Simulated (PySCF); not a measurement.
# Molecular orbitals of LiSn

PBE at R = 2.600 Å; PySCF, scalar-relativistic core potentials, basis sets Li aug-cc-pVDZ, Sn aug-cc-pVDZ-PP with ECP28. State: ⁴Σ⁻ (quartet), unpaired electrons σ ↑, π ↑↑. Only the outer orbitals are listed, counted within each symmetry, core potentials removing the inner ones.

```
spin  orbital  occ.  ε (eV)  on Li (%)            main shells (%)
   α       5σ     1  -10.24         18            82 Sn s, 9 Li s
   α       6σ     1   -4.43         42           56 Sn p, 36 Li s
   α       3π     1   -3.61         16           84 Sn p, 14 Li p
   α       3π     1   -3.61         16           84 Sn p, 14 Li p
   α       7σ     0   -2.19         75  42 Li p, 33 Li s, 14 Sn s
   α       4π     0   -0.88         92                    92 Li p
   α       4π     0   -0.88         92                    92 Li p
   β       5σ     1   -8.83         18            82 Sn s, 9 Li s
   β       6σ     0   -2.84         44           55 Sn p, 41 Li s
   β       3π     0   -2.08         18           82 Sn p, 16 Li p
   β       3π     0   -2.08         18           82 Sn p, 16 Li p
```

Problem. Which are the highest filled and the lowest empty level, where do they sit, and how wide is the gap?

Solution. Highest filled α 3π at -3.61 eV (in %: 84 Sn p, 14 Li p); lowest empty β 6σ at -2.84 eV (in %: 55 Sn p, 41 Li s); the gap at PBE is 0.77 eV.

```json
{"bond order (Mayer)": "1.36", "⟨S²⟩": "3.751", "charge on Li (Mulliken, basis-dependent)": "-0.09", "charge on Li (Löwdin, basis-dependent)": "0.09", "dipole moment (positive dipole means Li(−)Sn(+))": "-5.22 D", "polarisability along the bond": "151.7 bohr³", "polarisability across the bond": "109.5 bohr³"}
```

Spin–orbit coupling is left out. The state was picked by a PBE0 search and need not be the measured ground state.
